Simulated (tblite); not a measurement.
Species: C₅H₁₁FSi.
Numbering: `[CH3:1][CH2:2][C@@H:3]1[CH2:4][C@:5]1([F:6])[SiH3:7]` (hydrogens: H8, H9, H10 on C1; H11, H12 on C2; H13 on C3; H14, H15 on C4; H16, H17, H18 on Si7)

Structure optimised with GFN2-xTB, isolated species.

**Question.** List the bond lengths, angles and torsions at this level.

**Answer.** 
```tsv
bond	length (Å)	order
C1–C2	1.526	single
C2–C3	1.509	single
C3–C4	1.500	single
C4–C5	1.503	single
C5–F6	1.388	single
C5–Si7	1.897	single
C3–C5	1.501	single
C1–H8, C1–H9, C1–H10	1.087	single
C2–H11	1.093	single
C2–H12	1.092	single
C3–H13	1.085	single
C4–H14	1.080	single
C4–H15	1.080	single
Si7–H16, Si7–H17, Si7–H18	1.462	single
```

Bonds in one row agree within 0.01 Å and their mean is given. Orders are formal, as drawn. A selection of angles:
```tsv
angle	degrees
C2–C1–H8	110.3
C2–C1–H9	110.6
H8–C1–H9	108.6
H8–C1–H10	108.3
C1–C2–C3	111.0
C1–C2–H11	109.5
C1–C2–H12	109.5
C3–C2–H11	109.4
C3–C2–H12	109.4
H11–C2–H12	107.9
C2–C3–C4	120.8
C2–C3–C5	121.3
C2–C3–H13	113.7
C4–C3–C5	60.1
C4–C3–H13	115.7
C5–C3–H13	115.1
C3–C4–C5	60.0
C3–C4–H14	118.5
C3–C4–H15	118.6
C5–C4–H14	117.8
C5–C4–H15	117.3
H14–C4–H15	114.3
C4–C5–F6	114.0
C4–C5–Si7	124.0
F6–C5–Si7	111.0
C3–C5–C4	59.9
C3–C5–F6	113.8
C3–C5–Si7	125.5
C5–Si7–H16	108.0
C5–Si7–H17	108.7
H16–Si7–H17	110.5
H16–Si7–H18	111.1
```

Torsions: C1–C2–C3–C4 -84° (synclinal); C2–C3–C4–C5 -111° (anticlinal); C3–C4–C5–F6 -105° (anticlinal); C2–C3–C5–C4 110° (anticlinal).

The 3-membered ring C3–C4–C5 has internal angles of 59.9° to 60.1°. The 5 C–C bonds span 1.500 Å (C3–C4, drawn single) to 1.526 Å (C1–C2, drawn single), a spread of 0.026 Å. Of the pairs four or more bonds apart, Si7···H12 is among the closest relative to their van der Waals radii: 2.96 Å, 90 % of the sum of Bondi's values. Si7 (SiH3 silicon) is tetrahedral (angles from 107.0° to 111.4°).

Point group: C1 (no symmetry element, even within 0.4 Å). Its GFN2-xTB frequencies are all real (lowest 66 cm⁻¹). One conformer, not necessarily the lowest.

On one thread of an Arm Neoverse V1, on a shared host, this took 1.1 s wall. These figures are those of the optimisation.

All values are computed, not measured.
